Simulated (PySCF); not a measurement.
C$_{2}$H$_{6}$AlCl (SMILES [CH3][Al]([CH3])[Cl]), singlet, geometry from GFN2-xTB (such geometries of metal compounds can be far from the true shape). Base run: R2SCAN/3-21G (PySCF).

Geometry (Å):
```xyz
10

Al     0.1934    -0.2236     0.2047
C      2.0488    -0.6326    -0.3987
H      2.5557    -1.3704     0.2261
H      2.6749     0.2659    -0.4073
H      2.0597    -1.0141    -1.4253
C     -0.6867    -0.9512     1.8388
H     -1.5379    -1.5918     1.5851
H     -1.0926    -0.1486     2.4639
H     -0.0169    -1.5431     2.4653
Cl    -0.9017     1.0478    -0.9535
```
All else is at PySCF's defaults.

Each row names what was changed in the base input (with any setting that the change needs).

```csv
change,E (Eh),HOMO (eV),HOMO-LUMO gap (eV),dipole (D)
base,-778.40072,-6.85,5.61,2.54
functional = revpbe,-778.37323,-6.48,5.04,2.44
functional = scan,-778.54166,-6.86,5.56,2.52
functional = tpssh,-778.59263,-7.20,6.05,2.49
functional = blyp,-778.47283,-6.32,4.96,2.38
functional = hf,-776.77662,-10.87,12.84,2.82
functional = pw6b95,-779.23508,-7.87,7.04,2.54
functional = mn15,-777.70976,-8.47,8.10,2.55
functional = m06l,-778.54339,-6.82,5.81,2.59
functional = blyp; dispersion = d4,-778.48673,-6.32,4.96,2.38
functional = b3lyp,-778.58770,-7.55,6.59,2.51
functional = x3lyp,-778.45231,-7.59,6.70,2.51
"functional = lda,vwn",-775.24463,-6.56,4.89,2.50
```

Totals shift with the method and basis; they matter in differences.
